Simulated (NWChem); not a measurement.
System: AgH₂OBr; SMILES [Ag](<-[OH2])[Br]

NWChem printed, in part:

```
             Northwest Computational Chemistry Package (NWChem) 7.3.0
             --------------------------------------------------------

 CS  symmetry detected

                             Geometry "geometry" -> ""
                             -------------------------

 Output coordinates in angstroms (scale by  1.889725989 to convert to a.u.)

  No.       Tag          Charge          X              Y              Z
 ---- ---------------- ---------- -------------- -------------- --------------
    1 Ag                  47.0000     0.02469904    -0.66138905     0.00000000
    2 Br                  35.0000    -0.00846503     1.73794747     0.00000000
    3 O                    8.0000    -0.00590038    -2.89015659     0.00000000
    4 H                    1.0000    -0.40868776    -3.31081160     0.76903000
    5 H                    1.0000    -0.40868776    -3.31081160    -0.76903000

 Effective nuclear repulsion energy (a.u.)     518.2174612193

      Symmetry information
      --------------------

 Group name             Cs
 Group number              2
 Group order               2
 No. of unique centers     4

 Summary of "ao basis" -> "ao basis" (spherical)
 ------------------------------------------------------------------------------
       Tag                 Description            Shells   Functions and Types
 ---------------- ------------------------------  ------  ---------------------
 Ag                         def2-svp                11       31   5s3p2d1f
 Br                         def2-svp                12       32   5s4p3d
 O                          def2-svp                 6       14   3s2p1d
 H                          def2-svp                 3        5   2s1p

      Symmetry analysis of basis
      --------------------------

        a'         58
        a"         29

            General Information
            -------------------
          SCF calculation type: DFT
          Wavefunction type:  closed shell.
          No. of atoms     :     5
          No. of electrons :    64
           Alpha electrons :    32
            Beta electrons :    32
          Charge           :     0
          Spin multiplicity:     1
          Use of symmetry is: on ; symmetry adaption is: on
          Maximum number of iterations: 150
          AO basis - number of functions:    87
                     number of shells:    35
          Convergence on energy requested:  1.00D-06
          Convergence on density requested:  1.00D-05
          Convergence on gradient requested:  5.00D-04

              XC Information
              --------------
                     Hartree-Fock (Exact) Exchange  1.000
                     LC-wPBE(h)Exchange Functional  1.000
            Perdew 1991 LDA Correlation Functional  1.000 local
           PerdewBurkeErnz. Correlation Functional  1.000 non-local

           Range-Separation Parameters
           ---------------------------
           Alpha           :  0.00
           Beta            :  1.00
           Gamma           :  0.05
           Short-Range HF  :     F

             Grid Information
             ----------------
          Grid used for XC integration:  medium
          Radial quadrature: Mura-Knowles
          Angular quadrature: Lebedev.
          Tag              B.-S. Rad. Rad. Pts. Rad. Cut. Ang. Pts.
          ---              ---------- --------- --------- ---------
          Ag                  1.60      123           9.0       590
          Br                  1.15      112          12.0       590
          O                   0.60       49          12.0       434
          H                   0.35       45          12.0       434
          Grid pruning is: on
          Number of quadrature shells:   329
          Spatial weights used:  Erf1

      Superposition of Atomic Density Guess
      -------------------------------------

 Sum of atomic energies:       -2815.43206039

      Non-variational initial energy
      ------------------------------

 Total energy =   -2793.944228
 1-e energy   =   -4419.558276
 2-e energy   =    1387.307362
 HOMO         =      -0.394194
 LUMO         =      -0.110152

      Symmetry analysis of molecular orbitals - initial
      -------------------------------------------------

  Numbering of irreducible representations:

     1 a'          2 a"

  Orbital symmetries:

     1 a'          2 a'          3 a'          4 a"          5 a'
     6 a'          7 a'          8 a'          9 a"         10 a'
    11 a'         12 a'         13 a"         14 a'         15 a'
    16 a"         17 a'         18 a"         19 a'         20 a'
    21 a'         22 a"         23 a'         24 a'         25 a"
    26 a'         27 a"         28 a'         29 a'         30 a'
    31 a"         32 a'         33 a'         34 a"         35 a'
    36 a'         37 a'         38 a"         39 a'         40 a'
    41 a"         42 a'

   convergence    iter        energy       DeltaE   RMS-Dens  Diis-err
 ---------------- ----- ----------------- --------- --------- ---------
 d= 0,ls=0.0,diis     1  -2796.6672758713 -3.03D+03  1.78D-02  8.48D-01
 d= 0,ls=0.0,diis     2  -2796.5328014462  1.34D-01  1.22D-02  2.41D+00
 d= 0,ls=0.0,diis     3  -2796.7703318066 -2.38D-01  3.19D-03  4.05D-02
 d= 0,ls=0.0,diis     4  -2796.7728328018 -2.50D-03  1.44D-03  1.88D-02
 d= 0,ls=0.0,diis     5  -2796.7749620589 -2.13D-03  1.38D-04  2.80D-04
  Resetting Diis
 d= 0,ls=0.0,diis     6  -2796.7749875771 -2.55D-05  4.82D-05  3.21D-05
 d= 0,ls=0.0,diis     7  -2796.7749907963 -3.22D-06  2.54D-05  2.37D-06
 d= 0,ls=0.0,diis     8  -2796.7749905099  2.86D-07  1.42D-05  6.32D-06
 d= 0,ls=0.0,diis     9  -2796.7749910875 -5.78D-07  2.27D-06  2.00D-08

         Total DFT energy =    -2796.774991087467
      One electron energy =    -4424.992951881025
           Coulomb energy =     1504.237558578870
    Exchange-Corr. energy =     -114.326283888644
 Nuclear repulsion energy =      238.306686103332

 Numeric. integr. density =       63.999996725810

                  Occupations of the irreducible representations
                  ----------------------------------------------

                     irrep           alpha         beta
                     --------     --------     --------
                     a'               23.0         23.0
                     a"                9.0          9.0

                       DFT Final Molecular Orbital Analysis
                       ------------------------------------

 Vector   30  Occ=2.000000D+00  E=-2.502952D-01  Symmetry=a'
              MO Center= -2.2D-03,  3.6D-01, -1.9D-13, r^2= 2.9D+00
   Bfn.  Coefficient  Atom+Function         Bfn.  Coefficient  Atom+Function
  ----- ------------  ---------------      ----- ------------  ---------------
    19      0.458961  1 Ag d  2               4      0.441268  1 Ag s
    47     -0.363833  2 Br py                44     -0.334130  2 Br py
     2     -0.266148  1 Ag s                 17      0.254272  1 Ag d  0
    41      0.224314  2 Br py                 1      0.124360  1 Ag s
     5      0.111831  1 Ag s                  3     -0.111085  1 Ag s

 Vector   31  Occ=2.000000D+00  E=-2.229544D-01  Symmetry=a"
              MO Center= -4.5D-03,  1.5D+00, -3.6D-13, r^2= 2.1D+00
   Bfn.  Coefficient  Atom+Function         Bfn.  Coefficient  Atom+Function
  ----- ------------  ---------------      ----- ------------  ---------------
    48      0.578972  2 Br pz                45      0.500712  2 Br pz
    42     -0.335219  2 Br pz                16     -0.297495  1 Ag d -1
    39      0.109062  2 Br pz                14      0.098078  1 Ag pz
     8     -0.055409  1 Ag pz                11      0.054876  1 Ag pz
    21     -0.048860  1 Ag d -1

 Vector   32  Occ=2.000000D+00  E=-2.219746D-01  Symmetry=a'
              MO Center=  6.2D-04,  1.4D+00, -9.8D-15, r^2= 2.2D+00
   Bfn.  Coefficient  Atom+Function         Bfn.  Coefficient  Atom+Function
  ----- ------------  ---------------      ----- ------------  ---------------
    46      0.578059  2 Br px                43      0.498656  2 Br px
    40     -0.333888  2 Br px                15     -0.313457  1 Ag d -2
    37      0.108627  2 Br px                12      0.087794  1 Ag px
     6     -0.052233  1 Ag px                 9      0.051475  1 Ag px
    20     -0.049240  1 Ag d -2              67     -0.047833  3 O  px

 Vector   33  Occ=0.000000D+00  E=-5.710720D-02  Symmetry=a'
              MO Center= -2.4D-01, -1.7D+00, -9.6D-12, r^2= 5.8D+00
   Bfn.  Coefficient  Atom+Function         Bfn.  Coefficient  Atom+Function
  ----- ------------  ---------------      ----- ------------  ---------------
    66     -0.558828  3 O  s                  5      0.534111  1 Ag s
     4      0.287473  1 Ag s                 47      0.284848  2 Br py
    79      0.282875  4 H  s                 84      0.282875  5 H  s
    13     -0.242205  1 Ag py                 2     -0.233280  1 Ag s
    65     -0.226686  3 O  s                 19     -0.214241  1 Ag d  2

 Vector   34  Occ=0.000000D+00  E= 1.698840D-02  Symmetry=a"
              MO Center= -3.8D-02, -9.8D-01,  8.8D-11, r^2= 7.8D+00
   Bfn.  Coefficient  Atom+Function         Bfn.  Coefficient  Atom+Function
  ----- ------------  ---------------      ----- ------------  ---------------
    14      0.858138  1 Ag pz                79      0.252254  4 H  s
    84     -0.252254  5 H  s                 48     -0.244184  2 Br pz
    11      0.196049  1 Ag pz                 8     -0.182573  1 Ag pz
    69     -0.155771  3 O  pz                72     -0.152220  3 O  pz
    45     -0.129216  2 Br pz                42      0.087677  2 Br pz

 Vector   35  Occ=0.000000D+00  E= 1.756409D-02  Symmetry=a'
              MO Center=  3.2D-01, -1.3D+00, -3.4D-11, r^2= 7.4D+00
   Bfn.  Coefficient  Atom+Function         Bfn.  Coefficient  Atom+Function
  ----- ------------  ---------------      ----- ------------  ---------------
     4      0.565936  1 Ag s                 12      0.517013  1 Ag px
    79     -0.404275  4 H  s                 84     -0.404275  5 H  s
    66      0.390396  3 O  s                 47      0.312345  2 Br py
    13      0.308143  1 Ag py                36     -0.305516  2 Br s
     5      0.288040  1 Ag s                 71     -0.219072  3 O  py

     Multipole analysis of the density
     ---------------------------------

     L   x y z        total         alpha         beta         nuclear
     -   - - -        -----         -----         ----         -------
     0   0 0 0     -0.000000    -32.000000    -32.000000     64.000000

     1   1 0 0     -0.509503      0.398690      0.398690     -1.306883
     1   0 1 0     -3.207577    -19.101606    -19.101606     34.995634
     1   0 0 1      0.000000      0.000000      0.000000      0.000000

     2   2 0 0    -33.539052    -17.391656    -17.391656      1.244261
     2   1 1 0      3.702065     -1.750940     -1.750940      7.203945
     2   1 0 1     -0.000000     -0.000000     -0.000000      0.000000
     2   0 2 0    -21.605106   -372.862785   -372.862785    724.120463
     2   0 1 1      0.000000      0.000000      0.000000      0.000000
     2   0 0 2    -31.860821    -18.042364    -18.042364      4.223906

                                 NWChem DFT Module
                                 -----------------

      Symmetry analysis of basis
      --------------------------

        a'         58
        a"         29

            General Information
            -------------------
          SCF calculation type: DFT
          Wavefunction type:  spin polarized.
          No. of atoms     :     5
          No. of electrons :    63
           Alpha electrons :    32
            Beta electrons :    31
          Charge           :     1
          Spin multiplicity:     2
          Use of symmetry is: on ; symmetry adaption is: on
          Maximum number of iterations: 150
          This is a Direct SCF calculation.
          AO basis - number of functions:    87
                     number of shells:    35
          Convergence on energy requested:  1.00D-06
          Convergence on density requested:  1.00D-05
          Convergence on gradient requested:  5.00D-04

              XC Information
              --------------
                     Hartree-Fock (Exact) Exchange  1.000
                     LC-wPBE(h)Exchange Functional  1.000
            Perdew 1991 LDA Correlation Functional  1.000 local
           PerdewBurkeErnz. Correlation Functional  1.000 non-local

           Range-Separation Parameters
           ---------------------------
           Alpha           :  0.00
           Beta            :  1.00
           Gamma           :  0.05
           Short-Range HF  :     F

             Grid Information
             ----------------
          Grid used for XC integration:  medium
          Radial quadrature: Mura-Knowles
          Angular quadrature: Lebedev.
          Tag              B.-S. Rad. Rad. Pts. Rad. Cut. Ang. Pts.
          ---              ---------- --------- --------- ---------
          Ag                  1.60      123           9.0       590
          Br                  1.15      112          12.0       590
          O                   0.60       49          12.0       434
          H                   0.35       45          12.0       434
          Grid pruning is: on
          Number of quadrature shells:   329
          Spatial weights used:  Erf1

      Superposition of Atomic Density Guess
      -------------------------------------

 Sum of atomic energies:       -2815.43206039

 Renormalizing density from      64.00 to     63

      Non-variational initial energy
      ------------------------------

 Total energy =   -2767.903287
 1-e energy   =   -4350.502678
 2-e energy   =    1344.292705
 HOMO         =      -0.735805
 LUMO         =      -0.375320

   Symmetry analysis of molecular orbitals - initial alpha
   -------------------------------------------------------

  Numbering of irreducible representations:

     1 a'          2 a"

  Orbital symmetries:

     1 a'          2 a'          3 a'          4 a"          5 a'
     6 a'          7 a'          8 a'          9 a"         10 a'
    11 a'         12 a'         13 a"         14 a'         15 a'
    16 a"         17 a'         18 a"         19 a'         20 a'
    21 a'         22 a'         23 a"         24 a'         25 a"
    26 a'         27 a"         28 a'         29 a'         30 a'
    31 a"         32 a'         33 a'         34 a"         35 a'
    36 a'         37 a'         38 a"         39 a'         40 a'
    41 a"         42 a'

   Symmetry analysis of molecular orbitals - initial beta
   ------------------------------------------------------

  Numbering of irreducible representations:

     1 a'          2 a"

  Orbital symmetries:

     1 a'          2 a'          3 a'          4 a"          5 a'
     6 a'          7 a'          8 a'          9 a"         10 a'
    11 a'         12 a'         13 a"         14 a'         15 a'
    16 a"         17 a'         18 a"         19 a'         20 a'
    21 a'         22 a'         23 a"         24 a'         25 a"
    26 a'         27 a"         28 a'         29 a'         30 a'
    31 a"         32 a'         33 a'         34 a"         35 a'
    36 a'         37 a'         38 a"         39 a'         40 a'
    41 a"         42 a'

[...]
```

Level: LC-wPBE (HJS exchange hole, range parameter 0.05 per bohr)/def2-SVP with def2 effective core potentials on Ag, vertical spin-unrestricted ions. Coordinates come from a PBE0/def2-SVP optimisation. def2 effective core potentials on Ag; no spin-orbit coupling.

Problem. Write an input that gives this output.

Solution. Several could match; the one computed here: the input that was run:
```
start job
memory heap 200 mb stack 700 mb global 900 mb
geometry units angstroms noautoz
  Ag     0.072517     0.717971     0.000000
  Br    -0.052439    -1.678339    -0.000000
  O      0.127229     2.946277     0.000000
  H     -0.259166     3.382037     0.769030
  H     -0.259166     3.382038    -0.769030
end
basis spherical
  Ag library def2-svp
  Br library def2-svp
  O library def2-svp
  H library def2-svp
end
ecp
  Ag library def2-ecp
end
dft
  xc xwpbe 1.00 cpbe96 1.0 hfexch 1.00
  cam 0.05 cam_alpha 0.0 cam_beta 1.0
  iterations 150
  vectors input atomic output neutral.movecs
end
task dft energy
charge 1
dft
  odft
  mult 2
  vectors input atomic output cation.movecs
end
task dft energy
```
